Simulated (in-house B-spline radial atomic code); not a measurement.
Settings and results of a run for Ar III (Ar2+). Level of theory: non-relativistic PBE, spin-polarised, spherical fractional occupations, point nucleus, inside a hard spherical wall at 1.53 bohr; calculated with a B-spline radial code for spherical atoms.

Command:
```bash
python run_scf.py task.json out
```
Settings:
```
Z                18
configuration    [Ne] 3s2 3p3 3d1
hamiltonian      nr
method           pbe,pbe
spin_polarised   True
wall_radius      1.53
```

Output (hartree, bohr):
```
 radial grid: 35 intervals, B-splines of order 8, outer radius 1.53 bohr

 iter        energy (Eh)    residual
    1        -512.592618    2.33e-01
    2        -512.707842    2.28e-02
    3        -512.712376    7.88e-03
    4        -512.712902    2.79e-03
    5        -512.712966    8.64e-04
    6        -512.712973    5.58e-05
    7        -512.712973    8.21e-07
    8        -512.712973    1.02e-08

 total energy                      -512.71297
 kinetic                             564.0489
 electron-nucleus                  -1288.9614
 Hartree                             244.8875
 exchange-correlation                -32.6879

 orbital      occ     eigenvalue          <r>       <r^2>       <1/r>       r_max
 1s up      1.000      -112.5068    0.0862868   0.0100052     17.5328     0.05656
 1s down    1.000      -112.4279    0.0862408  0.00999425     17.5404     0.05654
 2s up      1.000        -9.7311      0.42484    0.214747     3.45698      0.3434
 2s down    1.000        -9.6371     0.423423    0.212914     3.46115      0.3439
 2p up      3.000        -7.2949     0.387884    0.187623     3.37127       0.285
 2p down    3.000        -7.1761     0.386801     0.18609     3.37303      0.2861
 3s up      1.000         1.0467     0.894433    0.890151     1.64456      0.9693
 3s down    1.000         1.3708     0.894902     0.89064     1.63991      0.9682
 3p up      3.000         1.7721     0.876998    0.867741     1.60718      0.9646
 3d up      1.000         2.4805     0.867091    0.812274     1.27871      0.8835
```

Time taken, with all properties: 0.04 s on 1 thread of Arm Neoverse V1, with other jobs on the host.
